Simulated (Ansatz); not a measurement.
Ansatz (a first-principles code) input (CCSD(T)/aug-cc-pV(D+d)Z):
A basis named .json is the Basis Set Exchange file of that set.

Ansatz 0.2 input:
```yaml
crystal:
  periodic: [false, false, false]
  atoms:
    - {symbol: C, position_ang: [-3.30949997, -0.61996611, -0.09568252]}
    - {symbol: C, position_ang: [-1.96820462, -0.98462743, 0.53392609]}
    - {symbol: C, position_ang: [-0.77968900, -0.39839265, -0.22270060]}
    - {symbol: C, position_ang: [0.57309986, -0.76601871, 0.41796011]}
    - {symbol: C, position_ang: [1.75032770, -0.20393273, -0.28294051]}
    - {symbol: Cl, position_ang: [2.07899497, 1.47966671, -0.16100393]}
    - {symbol: H, position_ang: [-3.37410820, -0.98655032, -1.12290174]}
    - {symbol: H, position_ang: [-3.44851066, 0.46329708, -0.12268129]}
    - {symbol: H, position_ang: [-4.14261336, -1.04901015, 0.46392960]}
    - {symbol: H, position_ang: [-1.86746573, -2.07404980, 0.57819640]}
    - {symbol: H, position_ang: [-1.94169726, -0.63400999, 1.57069154]}
    - {symbol: H, position_ang: [-0.86666203, 0.69090843, -0.26097502]}
    - {symbol: H, position_ang: [-0.79238774, -0.74802533, -1.25968833]}
    - {symbol: H, position_ang: [0.67737045, -1.85552386, 0.43403932]}
    - {symbol: H, position_ang: [0.57031869, -0.42964677, 1.46015058]}
    - {symbol: H, position_ang: [2.24663767, -0.69409759, -1.10706952]}
basis:
  gaussian:
    orbitals: aug-cc-pV_D+d_Z.json
magnetization: {spin_polarized: true, initial_magnetization: 1}
correlation: {method: ccsd_t, electrons: outside_noble_gas}
output: {forces: true}
```

End of the output:

```
cycle   5  -25.84428526 eV  change    5.8e-4 eV  update   2.9e-3
cycle   6  -25.84451608 eV  change   -2.3e-4 eV  update   1.1e-3
cycle   7  -25.84448632 eV  change    3.0e-5 eV  update   3.8e-4
cycle   8  -25.84451626 eV  change   -3.0e-5 eV  update   1.7e-4
cycle   9  -25.84448192 eV  change    3.4e-5 eV  update   6.2e-5
cycle  10  -25.84445021 eV  change    3.2e-5 eV  update   2.6e-5
cycle  11  -25.84446461 eV  change   -1.4e-5 eV  update   1.1e-5
cycle  12  -25.84447172 eV  change   -7.1e-6 eV  update   4.6e-6
cycle  13  -25.84447474 eV  change   -3.0e-6 eV  update   2.2e-6
perturbative correction -0.87510189 eV, -0.0321594015 hartree
the calculation of the forces begins
1.39 GiB of device memory are held for the factors and their scratch space
Total energy: -17840.79548969 eV, -655.6371413208 hartree
Atom 0 at    -3.309500    -0.619966    -0.095683 Å, force     0.066537    -0.002100     0.011341 eV/Å
Atom 1 at    -1.968205    -0.984627     0.533926 Å, force     0.024944     0.019282    -0.028150 eV/Å
Atom 2 at    -0.779689    -0.398393    -0.222701 Å, force     0.066654    -0.039135     0.064952 eV/Å
Atom 3 at     0.573100    -0.766019     0.417960 Å, force    -0.324598    -0.045440     0.070437 eV/Å
Atom 4 at     1.750328    -0.203933    -0.282941 Å, force     0.257681     0.121343     0.053300 eV/Å
Atom 5 at     2.078995     1.479667    -0.161004 Å, force     0.024429     0.340607     0.032150 eV/Å
Atom 6 at    -3.374108    -0.986550    -1.122902 Å, force    -0.014996    -0.172889    -0.453950 eV/Å
Atom 7 at    -3.448511     0.463297    -0.122681 Å, force    -0.048527     0.483635    -0.001419 eV/Å
Atom 8 at    -4.142613    -1.049010     0.463930 Å, force    -0.359559    -0.193132     0.252397 eV/Å
Atom 9 at    -1.867466    -2.074050     0.578196 Å, force     0.047634    -0.475740     0.004364 eV/Å
Atom 10 at    -1.941697    -0.634010     1.570692 Å, force     0.013311     0.167580     0.448105 eV/Å
Atom 11 at    -0.866662     0.690908    -0.260975 Å, force    -0.035028     0.503061    -0.008839 eV/Å
Atom 12 at    -0.792388    -0.748025    -1.259688 Å, force    -0.001436    -0.171836    -0.467767 eV/Å
Atom 13 at     0.677370    -1.855524     0.434039 Å, force     0.047436    -0.467119    -0.007668 eV/Å
Atom 14 at     0.570319    -0.429647     1.460151 Å, force     0.008045     0.163266     0.445735 eV/Å
Atom 15 at     2.246638    -0.694098    -1.107070 Å, force     0.227472    -0.231387    -0.414988 eV/Å
Dipole moment:    -0.188023    -0.276087    -0.020482 e Å
```

It need not be the lowest isomer of its formula.
